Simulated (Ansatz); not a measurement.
Species: AgI, charge 0, multiplicity 1. SMILES: [I][Ag]
Structure (B3LYP-D3(BJ)/def2-TZVP (Ansatz, a first-principles code) minimum search):
```
Ag
I 1 2.5929
```
Charge 0, spin multiplicity 1.

Property: vertical electron affinity (to the doublet state of charge -1; a negative value means that the extra electron is unbound and the number depends on the basis; each state is the SCF solution reached for its spin), in eV. Correlated levels leave the core frozen unless marked. Open shells are spin-unrestricted. Spin-orbit coupling is left out. Frozen are the shells of the preceding noble gas and the d and f shells that filled before the atom's block. In def2 rows, elements after Kr have scalar-relativistic effective core potentials. Anions need diffuse functions: def2-D sets add few. CBS(X,Y): correlation extrapolated as X^-3; Hartree-Fock from the larger set.

```tsv
level	program	vertical electron affinity (eV)
B3LYP/def2-TZVPD	Ansatz	1.57
BHLYP/def2-TZVPD	Ansatz	1.38
wB97X-V/def2-TZVPD	Ansatz	1.38
CCSD/def2-SVPD	Ansatz	1.26
CCSD/def2-TZVPPD	Ansatz	1.33
CCSD/def2-QZVPPD	Ansatz	1.43
CCSD(T)/def2-SVPD	Ansatz	1.29
CCSD(T)/def2-QZVPPD	Ansatz	1.48
CCSD(T)/CBS(def2-TZVPPD,def2-QZVPPD)	Ansatz	1.54
```
